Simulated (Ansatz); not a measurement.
System: C₂H₉OSi₂ (charge 0, doublet). It need not be the lowest isomer of its formula. 
Structure (B3LYP-D3(BJ)/def2-TZVP (Ansatz, a quantum-chemistry and plane-wave program) minimum search):
SMILES: C[SiH]O[SiH2]C
```xyz
14

C      2.7889     0.4823     0.3932
Si     1.5085    -0.7697    -0.1636
O      0.0156    -0.1146     0.0567
Si    -1.6035    -0.2445    -0.1997
C     -2.4291     1.3329     0.3460
H      3.7966     0.1023     0.2143
H      2.6662     1.4150    -0.1652
H      2.6886     0.7039     1.4566
H      1.6840    -1.0875    -1.6151
H     -2.1273    -1.3989     0.5709
H     -1.8515    -0.4911    -1.6422
H     -3.5094     1.2726     0.1925
H     -2.0532     2.1868    -0.2208
H     -2.2472     1.5204     1.4060
```
Charge 0, spin multiplicity 2.

Dipole moments at this geometry, in debye (magnitudes).

```csv
level,program,dipole (D)
SVWN5/def2-TZVPD,Ansatz,1.21
PBE/def2-TZVPD,Ansatz,1.19
BLYP/def2-TZVPD,Ansatz,1.10
BHLYP/def2-TZVPD,Ansatz,0.92
r2SCANh/def2-TZVPD,Ansatz,1.12
CAM-B3LYP/def2-TZVPD,Ansatz,0.98
LC-wPBE/def2-TZVPD,Ansatz,1.03
wB97M-V/def2-TZVPD,Ansatz,1.04
CCSD(T)/aug-cc-pV(D+d)Z,Ansatz,0.99
```
